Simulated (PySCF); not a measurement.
These 2 structures share the formula C8H12O2. Theory: PySCF 2.14.0, PBE0-D3(BJ)/def2-SVP geometry optimisation, gas phase. One conformer each; no zero-point energy, no entropy. No frequencies were run at this level. Point groups hold within 0.08 Å.

Question: Order them by energy at this level, lowest first, and give relative energies in kcal/mol.
A. `[O:1]=[CH:2][O:3][C@@H:4]1[CH2:5][CH2:6][C@@H:7]2[CH2:8][C@@H:9]2[CH2:10]1` with O1–C2–O3–C4 0°, C2–O3–C4–C5 -157°, O3–C4–C5–C6 173°, C4–C5–C6–C7 50°, C5–C6–C7–C8 51°, C6–C7–C8–C9 -109°
B. `[CH3:1][C:2](=[O:3])[O:4][C:5]1=[CH:6][CH2:7][CH2:8][CH2:9][CH2:10]1` with C1–C2–O4–C5 177°, C2–O4–C5–C6 6°, C5–C6–C7–C8 14°, C6–C7–C8–C9 -45°, C7–C8–C9–C10 61°, C8–C9–C10–C5 -45°

Answer: B (0.0), A (9.6).

As drawn, the lower has a C=C bond outside aromatic rings, which the higher lacks; the higher has a three-membered ring, which the lower lacks.

```csv
SMILES,E (Eh),E rel (kcal/mol),dipole (D),point group,"A, B, C (MHz)"
CC(=O)OC1=CCCCC1,-461.68220,0.0,2.00,C1,"3215, 763.0, 635.4"
O=CO[C@@H]1CC[C@@H]2C[C@@H]2C1,-461.66688,9.6,1.97,C1,"2919, 848.6, 751.7"
```
